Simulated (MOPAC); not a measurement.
MOPAC input (PM7):

```
PM7 PRECISE GNORM=0.05 LET XYZ UHF MS=0.5 GEO-OK AUX(PRECISION=9) THREADS=1
ClSe

Se   -0.00000000 1   -0.00000000 1   -0.71565625 1
Cl    0.00000000 1    0.00000000 1    1.43131250 1
```

From the last part of the output:

```
                                                       MOPAC v23.2.5 Linux

          FINAL HEAT OF FORMATION =         19.87107 KCAL/MOL =      83.14054 KJ/MOL

          COSMO AREA              =         86.76 SQUARE ANGSTROMS
          COSMO VOLUME            =         70.81 CUBIC ANGSTROMS

          GRADIENT NORM           =          0.01438          =       0.01017 PER ATOM
          IONIZATION POTENTIAL    =          8.551782 EV
          ALPHA SOMO LUMO (EV)    =         -8.646 -1.875
          BETA  SOMO LUMO (EV)    =         -8.552 -3.187
          NO. OF ALPHA ELECTRONS  =          7
          NO. OF BETA  ELECTRONS  =          6
          MOLECULAR WEIGHT        =        114.4130         POINT GROUP:  C*v

          MOLECULAR DIMENSIONS (Angstroms)

            Atom       Atom       Distance
           Cl     2   Se     1     2.22611
           Cl     2   Se     1     0.00000
           Se     1   Cl     2     0.00000

          SCF CALCULATIONS        =          7

   ATOM   CHEMICAL          X               Y               Z
  NUMBER   SYMBOL      (ANGSTROMS)     (ANGSTROMS)     (ANGSTROMS)

     1      Se          0.00000000  *   0.00000000  *  -0.75522749  *
     2      Cl          0.00000000  *  -0.00000000  *   1.47088374  *

                             CARTESIAN COORDINATES

   1   Se        0.000000000     0.000000000    -0.755227492
   2   Cl        0.000000000    -0.000000000     1.470883743

           Empirical Formula: Se Cl  =     2 atoms

      MOLECULAR POINT GROUP   :   C*v

          ALPHA EIGENVALUES
 -25.79861 -23.18484 -12.33749 -11.76258 -11.70511  -8.81919  -8.64555  -1.87549
  70.76269  70.90006  71.01432  71.58608  71.59135

           BETA EIGENVALUES
 -25.27630 -20.57764 -12.23438 -11.68649 -11.46637  -8.55178  -3.18678  -1.76541
  70.77792  70.94271  71.01637  71.62434  71.62692

              NET ATOMIC CHARGES AND DIPOLE CONTRIBUTIONS

  ATOM NO.   TYPE          CHARGE      No. of ELECS.   s-Pop       p-Pop       d-Pop
    1         Se           0.295769        5.7042     1.99097     3.71326
    2         Cl          -0.295769        7.2958     1.99507     5.29910     0.00160
 DIPOLE           X         Y         Z       TOTAL
 POINT-CHG.    -0.000     0.000    -3.163     3.163
 HYBRID        -0.000    -0.000     0.327     0.327
 SUM           -0.000    -0.000    -2.835     2.835

          ATOMIC ORBITAL ELECTRON POPULATIONS

     Atom    s        px        py        pz      x^2-y^2     xz        z^2       yz        xy
    1 Se   1.99097   1.99967   1.05442   0.65917
    2 Cl   1.99507   1.99998   1.94536   1.35377   0.00000   0.00035   0.00102   0.00023   0.00000

                    (SZ)    =    0.500000
                    (S**2)  =    0.750281

          ATOMIC ORBITAL SPIN POPULATIONS

    Atom   Total    s     px     py     pz   x^2-y^2  xz     z^2    yz     xy
         Atomic
    1 Se  0.9484  0.002  0.000  0.945  0.001
    2 Cl  0.0516  0.000 -0.000  0.055 -0.003  0.000 -0.000 -0.000  0.000  0.000

 **********************
 *                    *
 * JOB ENDED NORMALLY *
 *                    *
 **********************

 == MOPAC DONE ==
```
